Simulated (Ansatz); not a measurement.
Computed with Ansatz on PBE0-D4/def2-TZVP structures; ΔE is electronic, products minus reactants. CCSD(T)/CBS is the MP2 limit (def2-TZVPP, def2-QZVPP) plus CCSD(T) − MP2 in def2-TZVPP, frozen cores. This one scheme is used for every species, atoms too. Functionals use def2-TZVPP. Open shells (•) are unrestricted, without spin–orbit coupling. Spin–orbit coupling would lower the free atoms: a little for C, F, O; strongly for In. Elements past krypton have def2 core potentials. Bonds to In are less sure, by a few kJ/mol each and by 10 to 20 or more in all where they break to atoms, as the def2 sets lack core-valence functions. One conformer a species, not always the lowest.

`C[O][In]([F])[F]` → C• + 2 F• + 3 H• + In• + O•  (atomization)

`C[O][In]([F])[F]`:

Cartesian coordinates in Å:
```
C 0.287 0.995 -0.888
O 0.644 -0.329 -0.542
In -0.207 -1.262 0.949
F -1.579 -0.417 2.023
F 0.239 -3.061 1.463
H 0.902 1.280 -1.746
H 0.480 1.709 -0.080
H -0.766 1.085 -1.180
```

```csv
level,ΔE (kcal/mol)
B97M-V,657.7
CAM-B3LYP-D4,659.2
CCSD(T)/def2-SVP,615.6
HF/CBS(def2),450.4
```

Question: What does CCSD(T)/CBS give? (Best estimate.)

Answer: Ansatz gave: +664.1 kcal/mol. The listed levels differ from it by -6.4, -4.9, -48.5, -213.7 kcal/mol.

Largest T1 diagnostic among the species: 0.017.

From PBE to PBE0 (25 % exact exchange), in def2-TZVPP and without D4, ΔE moves by −24.2 kcal/mol: exact exchange takes away binding that semilocal exchange gives to molecules. At CCSD(T), def2-SVP lies −48.5 kcal/mol from the extrapolated value and def2-TZVPP −23.5 kcal/mol: correlation converges slowly with the basis, and small sets miss more of it in the bonded molecule than in its fragments.

For atomizations the MP2-based limit and the directly extrapolated one differ by several kJ/mol either way, and by 10 to 25 for some Ge, Se and Sn compounds, so smaller differences from it don't rank the levels.
